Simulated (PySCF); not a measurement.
C₂Hf, SMILES [C]1[C][Hf]1 (connectivity only; charge and spin as stated), neutral, multiplicity 3.

Geometry: PBE0-D3(BJ)/def2-TZVP. The multiplicity is an assumed one; other spin states were not compared. The def2 effective core potentials stand for the cores of Hf; spin–orbit coupling is left out.

Calculation: PBE0-D3(BJ)/def2-TZVP in PySCF.

Frequencies are harmonic and unscaled.

```tsv
mode	ν (cm⁻¹)	IR (km/mol)	moving atoms (share of kinetic energy)
1	314	0.0	C 99 %
2	584	95.9	C 88 %, Hf 12 %
3	1812	6.2	C 100 %
```
